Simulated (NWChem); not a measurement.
System: CH$_{2}$NS, doublet; SMILES N[C]=S

Input file for NWChem:

```
start job
memory heap 200 mb stack 900 mb global 1100 mb
geometry units angstroms
  N      0.147998     1.585452     0.000000
  C     -0.426398     0.405154     0.000000
  S      0.039413    -1.121665     0.000000
  H      1.162338     1.702191     0.000000
  H     -0.410875     2.431046     0.000000
end
basis spherical
  * library 6-31+g*
end
dft
  odft
  mult 2
  xc pbe0
  iterations 150
end
driver
  maxiter 120
end
task dft optimize
task dft freq
```

In the optimisation the excess spin sits in a' (Cs, its own frame). No stability test was run on the SCF state.

The level has its own optimisation; frequencies are unscaled.

Q: Predict the main results of this run. (PBE0/6-31+G* (spherical d), spin-unrestricted.) Quantities: basis functions; r C–N (Å); r C–S (Å); highest harmonic frequency (cm⁻¹); lowest (cm⁻¹); zero-point energy (kcal/mol); dipole (D).

A: 
```yaml
number_of_basis_functions: 62
r C–N (Å): 1.316
r C–S (Å): 1.599
highest harmonic frequency (cm⁻¹): 3674
lowest (cm⁻¹): 377
zero-point energy (kcal/mol): 19.9
dipole (D): 3.99
```
